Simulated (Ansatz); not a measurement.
GeH(NMe2)3 (C₆H₁₉GeN₃), 29 atoms. Hardware: 2 threads of AMD EPYC 7R13 on a shared host and a share (18 GiB) of an NVIDIA H100 80GB HBM3.

The 6-31G sets use Cartesian d functions. Correlated methods freeze 18 core orbitals; core or outer-core shells of Ge are correlated, in sets that lack core-valence functions. Single mean-field runs in def2-TZVP are fitted with def2-universal-jkfit.

Question: How many basis functions does each of these Ansatz runs have, and roughly what does it cost? RPA@PBE/def2-TZVP, charge 0 singlet, energy, from earlier orbitals; CCSD(T)/def2-SVP, charge 0 singlet, energy, from earlier orbitals; PBE-D4/def2-SVP, charge 0 singlet, energy, from earlier orbitals; HF/def2-TZVP, charge 0 singlet, energy, from earlier orbitals; PBE0-D4/def2-TZVP, charge 0 triplet at the geometry of the charge 0 singlet, energy; r2SCAN-D4/def2-TZVP, charge 0 triplet at the geometry of the charge 0 singlet, energy, from earlier orbitals; B3LYP-D4/6-31G, charge 0 singlet, energy; r2SCAN-D4/def2-TZVP, charge 0 singlet, energy and forces, from earlier orbitals; HF/6-31G, charge 0 singlet, energy; PBE-D4/def2-TZVP, charge 0 singlet, energy, from earlier orbitals; HSE06-D4/def2-TZVP, charge 0 singlet, energy, from earlier orbitals; HSE06-D4/def2-TZVP, charge -1 doublet at the geometry of the charge 0 singlet, energy, from earlier orbitals.

Answer: Other jobs shared the machine, so times can vary by a factor of up to 3.

| run | functions | fitting or Cholesky vectors | wall time | peak host memory (GiB) |
| --- | --- | --- | --- | --- |
| HF/def2-TZVP, charge 0 singlet, energy, from earlier orbitals | 441 | 1289 | 3.3 s | 0.77 |
| PBE-D4/def2-TZVP, charge 0 singlet, energy, from earlier orbitals | 441 | 1289 | 6 s | 0.8 |
| HF/6-31G, charge 0 singlet, energy | 148 | 2016 | 6.5 s | 0.79 |
| B3LYP-D4/6-31G, charge 0 singlet, energy | 148 | 2016 | 7 s | 0.82 |
| PBE-D4/def2-SVP, charge 0 singlet, energy, from earlier orbitals | 253 | 2917 | 7 s | 0.87 |
| r2SCAN-D4/def2-TZVP, charge 0 singlet, energy and forces, from earlier orbitals | 441 | 1289 | 8 s | 0.85 |
| HSE06-D4/def2-TZVP, charge 0 singlet, energy, from earlier orbitals | 441 | 1289 | 8 s | 0.81 |
| HSE06-D4/def2-TZVP, charge -1 doublet at the geometry of the charge 0 singlet, energy, from earlier orbitals | 441 | 1289 | 8.5 s | 0.89 |
| RPA@PBE/def2-TZVP, charge 0 singlet, energy, from earlier orbitals | 441 | 3051 | 10 s | 2.3 |
| r2SCAN-D4/def2-TZVP, charge 0 triplet at the geometry of the charge 0 singlet, energy, from earlier orbitals | 441 | 1289 | 11 s | 1.1 |
| PBE0-D4/def2-TZVP, charge 0 triplet at the geometry of the charge 0 singlet, energy | 441 | 1289 | 12 s | 0.95 |
| CCSD(T)/def2-SVP, charge 0 singlet, energy, from earlier orbitals | 253 | 2620 | 16 s | 0.86 |
